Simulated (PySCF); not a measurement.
**How methods differ on the excitation energy of Pt²⁺**

Pt²⁺ [Xe] 4f14 5d8 (3F) → Pt²⁺ [Xe] 4f14 5d7 6p1 (high-spin determinant), as a difference of total energies. Computed with PySCF 2.14 in aug-cc-pVTZ-PP with one added diffuse shell each of s, p, d, f, g type with ECP60MDF (7s7p6d4f3g, 113 functions), with a scalar-relativistic core potential. Correlated levels: valence: 5s2 5p6 frozen. The calculations carry no spin-orbit coupling.

```
           method  excitation energy (eV)
              UHF                  10.382
              LDA                  10.981
              PBE                  10.892
             PBE0                  10.992
           r2SCAN                  10.858
           PBEsol                  10.891
              M06                  11.419
            TPSSh                  10.884
    MP2 (valence)                  11.217
SCS-MP2 (valence)                  11.503
```

Problem. How much does correlation contribute at MP2 (valence)?

Solution. 11.217 − (10.382) = 0.835 eV, measured against UHF.

The determinant of the upper state mixes LS terms, which raises its energy above the lowest term, most at the Hartree-Fock and MP2 levels.
